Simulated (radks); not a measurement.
Values are calculated unless marked as measured or tabulated.
Question: All-electron atom: neutral krypton in [Kr]. Code: a radial shooting solver on a logarithmic mesh with Libxc functionals. Model: Dirac Kohn-Sham, PBE, spin-unpolarised, spherical densities, finite nucleus; Fermi nuclear charge, rms radius 4.1884 fm.

Spin-orbit splittings of the eigenvalues, e(l+1/2) - e(l-1/2), with zeta = 2 splitting/(2l+1) and mean radii in bohr:

shell  occ.  splitting (eV)  zeta (eV)  <r> j=l-1/2  <r> j=l+1/2
2p        6           53.83      35.89       0.1573       0.1613
3p        6           7.916      5.277       0.5335       0.5439
3d       10               ?          ?       0.5536       0.5575
4p        6          0.6362     0.4241        1.914        1.962

Estimate the 3d splitting.

Answer: 1.302 eV (zeta = 0.5209 eV).
